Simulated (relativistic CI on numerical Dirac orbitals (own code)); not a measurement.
# How well does a small relativistic CI reproduce Br VI?

Calculated at this level of theory: Dirac-Coulomb-Breit CI, KLI orbitals optimised for each configuration, model QED (radiative potential, 1s self-energy scaled to tabulated hydrogen-like ionisation energies), valence Slater integrals scaled by 0.85, P86 correlation energy added to each configuration (own radial code, finite nucleus).

Configurations in the expansion (outside the closed core [Ar]): 3d10.4s2, 3d10.4s.4p, 3d10.4p2, 3d10.4s.4d, 3d10.4s.4f, 3d10.4d2, 3d10.4p.4d, 3d10.4s.5s, 3d10.4s.5p, 3d10.4f2, 3d10.4p.4f, 3d10.4s.5d, 3d10.4s.6s, 3d10.4p.5s, 3d10.4s.6p, 3d10.4s.5f, 3d10.4s.5g, 3d10.4s.6d, 3d10.4s.7s, 3d9.4s.4p2, 3d10.4s.7p, 3d10.4d.4f, 3d10.4s.7d, 3d8.4s2.4p2, 3d9.4s2.4p, 3d10.4d.5s, 3d9.4s.4p.4d, 3d10.5s2. Levels of other configurations are missing.

```
Configuration  Term (tabulated)  J  Measured (cm⁻¹)  Computed  Error  Purity (%)
     3d10.4s2                1S  0              0.0         0      0          98
   3d10.4s.4p               3P°  0         104316.0    100692  -3624         100
   3d10.4s.4p               3P°  1         106431.0    102740  -3691          99
   3d10.4s.4p               3P°  2         111336.0    107459  -3877         100
   3d10.4s.4p               1P°  1         151274.0    148307  -2967          97
     3d10.4p2                3P  0         244136.0    241532  -2604          97
     3d10.4p2                3P  1         247406.0    244662  -2744         100
     3d10.4p2                3P  2         253892.0    250803  -3089          74
   3d10.4s.4d                3D  1         304648.0    301398  -3250         100
   3d10.4s.4d                3D  2         304967.0    301699  -3268         100
   3d10.4s.4d                3D  3         305451.0    302166  -3285         100
```

Measured levels from Moore, Atomic Energy Levels, vol. II, NSRDS-NBS 35 (1971 reprint of NBS Circular 467, 1952); pairs were made by configuration, J and term (by order where the table uses no LS term), so strongly mixed levels may be paired wrongly. The analysis dates from before 1960.

Mean error by configuration (cm⁻¹): 3d10.4s.4p -3540; 3d10.4p2 -2813; 3d10.4s.4d -3268. Over the excited levels the mean absolute error is 3240 cm⁻¹ (10 of the 10 excited levels that our extract of the source holds in range could be paired), and the median relative error of those above 1,000 cm⁻¹ is 1.2 %.
